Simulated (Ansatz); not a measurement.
`N[SiH2]B(F)F`. The species carries charge 0 and has multiplicity 1. The geometry is a stationary point of PBE0-D4/def2-TZVP. It is one conformer, not always the lowest.

```xyz
9

N     0.247   -1.564    0.474
Si   -0.032   -0.270   -0.626
B    -0.184    1.602    0.178
F    -0.405    2.666   -0.577
F    -0.068    1.835    1.475
H    -0.490   -1.850    1.098
H     1.143   -1.641    0.930
H     1.091   -0.237   -1.602
H    -1.303   -0.540   -1.351
```

Q: What is the dipole moment at PBE/def2-TZVPP? (Best estimate.)

A: Ansatz gave: 1.61 D, with components (0.26, -1.29, 0.93) D in this frame, pointing from negative to positive charge.

Q: And with r2SCAN, B3LYP, ωB97M-V? (Best estimate.)

A: Ansatz gave: r2SCAN 1.63 D, B3LYP 1.62 D, ωB97M-V 1.64 D.

Q: Give the Mulliken charges with PBE, ωB97M-V, B3LYP in def2-TZVPP. (An estimate is asked.)

A: The calculation gave: 
| atom | PBE | ωB97M-V | B3LYP |
| --- | --- | --- | --- |
| N1 | -0.38 | -0.37 | -0.40 |
| Si2 | 0.17 | 0.20 | 0.24 |
| B3 | 0.41 | 0.45 | 0.48 |
| F4 | -0.19 | -0.23 | -0.23 |
| F5 | -0.19 | -0.23 | -0.23 |
| H6 | 0.15 | 0.12 | 0.14 |
| H7 | 0.15 | 0.12 | 0.14 |
| H8 | -0.06 | -0.03 | -0.07 |
| H9 | -0.06 | -0.03 | -0.07 |

B3LYP here is the variant with VWN-RPA as its local correlation; programs differ in this.
